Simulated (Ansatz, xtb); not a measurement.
# Relative energy of two isomers of C5H3NO

We compare I, `C#Cc1cnco1`, a singlet, with II, `C#Cc1cocn1`, a singlet. Both are isolated molecules in the gas phase, relaxed with PBE0-D3(BJ)/def2-SVP.

Quicker runs give these differences E(II) − E(I): GFN2-xTB +0.92 kcal/mol; HF/STO-3G +0.19 kcal/mol (at GFN2-xTB geometries); r2SCAN-D4/def2-SVP +1.32 kcal/mol (at GFN2-xTB geometries).

Estimate E(II) − E(I) at the level CCSD(T)/def2-SVP + ΔMP2/def2-TZVPP.

CCSD(T)/def2-SVP + ΔMP2/def2-TZVPP gives E(II) − E(I) = +0.48 kcal/mol, slightly favouring structure I, which is too small a margin to settle the true order.

How the difference moves with the method:

```json
{"level": "GFN2-xTB", "geometry": "GFN2-xTB", "E(II) − E(I) (kcal/mol)": "+0.92", "departure from the last row (kcal/mol)": "+0.44", "job, with rough time for the two": "optimisation, 0.13 s"}
{"level": "HF/STO-3G", "geometry": "GFN2-xTB", "E(II) − E(I) (kcal/mol)": "+0.19", "departure from the last row (kcal/mol)": "−0.28", "job, with rough time for the two": "single point, 0.38 s"}
{"level": "r2SCAN-D4/def2-SVP", "geometry": "GFN2-xTB", "E(II) − E(I) (kcal/mol)": "+1.32", "departure from the last row (kcal/mol)": "+0.84", "job, with rough time for the two": "single point, 4.8 s"}
{"level": "PBE0-D3(BJ)/def2-SVP", "geometry": "PBE0-D3(BJ)/def2-SVP", "E(II) − E(I) (kcal/mol)": "+1.05", "departure from the last row (kcal/mol)": "+0.57", "job, with rough time for the two": "optimisation, 44 s"}
{"level": "HF/def2-SVP", "geometry": "PBE0-D3(BJ)/def2-SVP", "E(II) − E(I) (kcal/mol)": "+0.18", "departure from the last row (kcal/mol)": "−0.29", "job, with rough time for the two": "part of the CCSD(T) run"}
{"level": "MP2/def2-SVP", "geometry": "PBE0-D3(BJ)/def2-SVP", "E(II) − E(I) (kcal/mol)": "+0.46", "departure from the last row (kcal/mol)": "−0.01", "job, with rough time for the two": "part of the CCSD(T) run"}
{"level": "CCSD(T)/def2-SVP", "geometry": "PBE0-D3(BJ)/def2-SVP", "E(II) − E(I) (kcal/mol)": "+0.37", "departure from the last row (kcal/mol)": "−0.11", "job, with rough time for the two": "single point"}
{"level": "CCSD(T)/def2-SVP + ΔMP2/def2-TZVPP", "geometry": "PBE0-D3(BJ)/def2-SVP", "E(II) − E(I) (kcal/mol)": "+0.48", "departure from the last row (kcal/mol)": "", "job, with rough time for the two": "single point, 59 s"}
```

As drawn, both hold the same kinds of bond in the same numbers.

The largest departure from CCSD(T)/def2-SVP + ΔMP2/def2-TZVPP is that of r2SCAN-D4/def2-SVP, 0.84 kcal/mol. The last row adds to CCSD(T) the change of the MP2 difference between the two basis sets, here +0.11 kcal/mol.

With thermal terms from frequencies at re-optimised GFN2-xTB minima (ideal gas, soft modes damped towards free rotors, one conformer each, 298.15 K, 1 atm): on the last row, ΔE + ΔZPE = +0.43, ΔH = +0.43, ΔG = +0.44 kcal/mol.

The correlated steps freeze 7 core orbitals. Programs: Ansatz 0.2.0, xtb 6.7.1; the last row on 2 threads of Arm Neoverse V2 on a shared host.
